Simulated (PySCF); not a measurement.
**Spinor energies of Te³⁷⁺ (tellurium, charge +37)**

Start: [Ne] 3s2 3p3; 3p1/2 filled at m_j = -1/2, +1/2; 3p3/2 filled at m_j = +3/2. Calculated with PySCF 2.14 in an uncontracted even-tempered set (19 s from 7.3 bohr⁻², ratio 2.4; 14 p from 9.5 bohr⁻², ratio 2.4; 4 d from 35 bohr⁻², ratio 2.6; 4 f from 52 bohr⁻², ratio 2.6): generalised Hartree-Fock with the X2C-1e Hamiltonian and a Gaussian nucleus; one run each with spin-orbit coupling (SO) switched off, then screened by Boettger's factors.

```
spinor shell  electrons  ε, spin-free (eV)  ε, screened SO (eV)  weight of nominal j (screened SO)  rms radius, screened SO (bohr)
       1s1/2          2           -34145.5             -34139.4                              1.000                          0.0318
       2s1/2          2            -7073.2              -7070.4                              1.000                           0.128
       2p1/2          2            -6569.2              -6767.7                              1.000                           0.110
       2p3/2          4            -6569.2              -6476.3                              1.000                           0.115
       3s1/2          2            -2726.5              -2725.3                              1.000                           0.309
       3p1/2          2            -2585.4              -2619.6                              0.994                           0.297
       3p3/2          1            -2585.4              -2555.1                              1.000                           0.305
```

```
   quantity    spin-free  screened SO
E (hartree)  -5642.29028  -5645.92693
        M_J          3/2          3/2
       ⟨J²⟩        3.750        3.751
       ⟨L²⟩        0.000        2.233
       ⟨S²⟩        3.750        1.664
```

Each row is a mean over spinors that exchange with the open shell spreads, by up to 23.638 eV (3s1/2).

Breit and QED terms are absent; they matter most for the inner s and p1/2 levels.

Densities and radii are taken from the X2C orbitals without a picture-change correction, which distorts them close to the nucleus.

Without spin-orbit coupling the j labels of p, d and f shells carry no meaning; the spin-free column gives the mean over the occupied spinors of each nl shell.
